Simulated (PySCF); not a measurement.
Cd(NH2)(SMe) (CH₅CdNS), SMILES C[S][Cd][NH2].

The structure is a stationary point at PBE0-D3(BJ)/def2-SVP. The structure was generated by enumeration; whether it is a known compound was not checked. The def2 effective core potentials stand for the cores of Cd; spin–orbit coupling is left out. One conformer was computed; it need not be the lowest.

Method: IEF-PCM-M06-2X/def2-SVP run with PySCF.

The values are the electrostatic part of the solvation free energy, E(continuum) − E(gas) at the gas-phase geometry, in a cavity of scaled van der Waals radii (PySCF's table); cavitation and dispersion terms are not included. A continuum can't describe solvent molecules that bind to the metal. In vacuum the orbital gap is 7.49 eV. The dipole moment in vacuum is 1.15 D.

| solvent | ε | ΔG(elec) (kcal/mol) | dipole (D) | gap (eV) |
|---|---|---|---|---|
| water | 78.36 | -14.0 | 1.78 | 8.04 |
| 1-octanol | 9.86 | -11.9 | 1.67 | 7.96 |
| diethylether | 4.24 | -9.3 | 1.55 | 7.85 |
